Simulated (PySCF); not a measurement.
A side-by-side comparison of computed properties.

First species: C₅H₈O₂.
Geometry (GFN2-xTB, Å), atoms numbered from 1 in this order:
```
atom  x, y, z in Å
C1    -2.3851   -0.6396    0.8581
O2    -1.0602   -0.2444    0.5959
C3    -0.5843   -0.5646   -0.6382
C4     0.6905   -0.4081   -0.9756
C5     1.7308    0.1412   -0.0458
C6     1.9815    1.5934   -0.3456
O7     3.0543    2.0908   -0.5374
H8    -2.6325   -0.2552    1.8459
H9    -2.4816   -1.7304    0.8605
H10   -3.0793   -0.2212    0.1218
H11   -1.3087   -0.9625   -1.3405
H12    1.0035   -0.6519   -1.9770
H13    2.6666   -0.4146   -0.1246
H14    1.3489    0.0821    0.9764
H15    1.0512    2.1931   -0.3852
```

Second species: C4H7F.
Cartesian coordinates in Å at the GFN2-xTB level; atoms count from 1:
```xyz
12
C4H7F angstrom
C      1.3736    0.3873   -0.4349
C      0.1535   -0.4350   -0.1226
F      0.3658   -1.7677   -0.3986
C     -1.2356    0.0604   -0.3597
C     -0.7336   -0.1512    1.0457
H      1.6304    0.2888   -1.4882
H      1.1838    1.4326   -0.2112
H      2.2184    0.0430    0.1590
H     -1.9600   -0.6419   -0.7411
H     -1.3603    1.0679   -0.7240
H     -1.1256   -0.9943    1.5931
H     -0.5095    0.7094    1.6565
```

Levels: PBE0/def2-SVPD for dipole moment, HOMO energy, LUMO energy, HOMO–LUMO gap, static isotropic polarisability and electronic spatial extent ⟨r²⟩ about the centre of nuclear charge; TDDFT PBE0/def2-SVPD for lowest singlet excitation; TDA PBE0/def2-SVPD for lowest triplet excitation (Tamm–Dancoff); GFN2-xTB for rotational constant A and rotational constant C. Geometries: GFN2-xTB. Each structure is a single optimised conformer of the isolated species, non-relativistic unless stated. Electronic properties by PySCF.

The conformers computed, where there is a choice (atom-mapped SMILES and torsion angles):
- `[CH3:1][O:2]/[CH:3]=[CH:4]\[CH2:5][CH:6]=[O:7]`: C1–O2–C3–C4 -171°, C3–C4–C5–C6 -100°, C4–C5–C6–O7 -128°

**Question.** Which has the higher T1 energy?

**Answer.** The second: 7.36 eV against 3.58 eV, a difference of 3.78 eV.

**Question.** Which has the higher rotational constant A?

**Answer.** The first: 8.075 GHz against 6.719 GHz, a difference of 1.356 GHz.

**Question.** Which has the higher static isotropic polarisability?

**Answer.** The first: 72.0 au against 47.6 au, a difference of 24.4 au.

**Question.** Which of the two has the higher rotational constant C, and by how much?

**Answer.** The second: 3.971 GHz against 1.038 GHz, a difference of 2.933 GHz.

**Question.** Which has the higher ⟨r²⟩?

**Answer.** The first: 1106 bohr² against 389 bohr², a difference of 717 bohr².

**Question.** Which of the two has the higher HOMO energy, and by how much?

**Answer.** The first: -6.72 eV against -7.92 eV, a difference of 1.20 eV.

**Question.** Which of the two has the higher LUMO energy, and by how much?

**Answer.** The second: 0.80 eV against -0.73 eV, a difference of 1.53 eV.

**Question.** Which has the higher HOMO–LUMO gap?

**Answer.** The second: 8.72 eV against 5.99 eV, a difference of 2.73 eV.

On the first: The 6 singlets span 4.23 to 6.96 eV, and their oscillator strengths add up to 0.32. No computed singlet falls in the visible range (750 to 380 nm, 1.65 to 3.26 eV); S1 lies 0.97 eV above its blue end.

On the second: The 6 singlets span 7.52 to 8.95 eV, and their oscillator strengths add up to 0.06. In atomic units the dipole is 0.73 e·bohr (1 au = 2.5417 D).
